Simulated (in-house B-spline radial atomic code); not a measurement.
What moves the levels of Fe+ ([Ar] 3d6 4s1)? Computed with an all-electron radial atomic-structure program (B-spline basis): Dirac-Hartree-Fock, average of configuration, Fermi nucleus of rms radius 3.7377 fm.

Baseline run (computed): total energy -1271.1391 hartree, 1s1/2 at -264.1377 hartree, 4s1/2 at -15 eV with <r> = 2.847 bohr.

Scaling the speed of light c (a factor of 100 is close to the non-relativistic limit):

| c/c0 | ΔE (hartree) | 4s1/2 level (eV) | 4s1/2 <r> (bohr) |
| --- | --- | --- | --- |
| 0.9 | -2.1819 | -15.0424 | 2.84 |
| 0.98 | -0.38221 | -15.0072 | 2.846 |
| 1.02 | 0.35944 | -14.9927 | 2.848 |
| 3 | 8.1055 | -14.8429 | 2.874 |
| 100 | 9.1002 | -14.8238 | 2.877 |

Changing the nucleus:

```tsv
nucleus	ΔE (eV)
Gaussian nucleus of rms radius 0.01 fm	-0.113
Fermi nucleus of rms radius 3.6629 fm	-0.00438
Fermi nucleus of rms radius 3.8125 fm	0.00446
```

A larger nucleus binds the electrons less, roughly as the density at the nucleus times the change of the nuclear <r²>. A radius of 0.01 fm is nearly a point.

Task: The nuclear charge is raised by 0.1. What does the Hellmann-Feynman theorem predict for the energy, and what is found?

Result: dE/dZ ≈ -Σ<1/r>, which is -116.825 at the start and -117.419 at the end; their mean times 0.1 is -11.712 hartree, and the two runs differ by -11.712 hartree.
